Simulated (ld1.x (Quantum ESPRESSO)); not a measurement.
## Configuration tests for platinum (PAW)

- Element: Pt (Z = 78)
- Generator: ld1.x (Quantum ESPRESSO) 7.5
- Type: PAW
- Functional: PBEsol
- Relativity: scalar-relativistic
- Frozen core: [Xe] 4f14
- Valence charge: 10
- Reference configuration: 5d8 6s0 6p0 (charge +2)
- Partial waves: 6s (bound, empty): rcut 2.05, rcutus 2.45 bohr; 6s channel at -0.59 Ry: rcut 2.05, rcutus 2.45 bohr; 6p (bound, empty): rcut 2.30, rcutus 2.55 bohr; 6p channel at 2.25 Ry: rcut 2.30, rcutus 2.55 bohr; 5d (bound): rcut 1.80, rcutus 2.50 bohr; 5d channel at 2.4 Ry: rcut 1.80, rcutus 2.50 bohr
- Local potential: all-electron potential smoothed inside 2.30 bohr (lloc = -1)
- Core correction: a·sin(br)/r model core, default radius (ld1.x builds one for every PAW set, though the input has nlcc=.false.)
- Augmentation charge: BESSEL, radius 1.95 bohr

Energies are relative to the spin-unpolarised reference configuration 5d8 6s0 6p0; without spin polarisation the order of configurations can differ from experiment.

```
valence configuration  charge  ΔE all-electron (eV)  error AE − PS (meV)
          5d9 6s1 6p0       0               -29.222                  -44
          5d9 6s0 6p0      +1               -19.996                  -26
          5d7 6s0 6p0      +3                32.248                  -65
          5d8 6s1 6p1       0               -22.594                 +6.0
          5d9 6s0 6p1       0               -24.087                 -4.4
         5d10 6s0 6p0       0               -29.232                  -82
```

What are ΔE and the potential's error for 5d8 6s1 6p0?

ΔE = -18.021 eV all-electron; the error (AE − PS) is -2.6 meV.

Levels in the configuration 5d8 6s1 6p1:

```tsv
level	all-electron (eV)	pseudo (eV)
5d	-9.974	-9.966
6s	-7.939	-7.927
6p	-2.095	-2.105
```
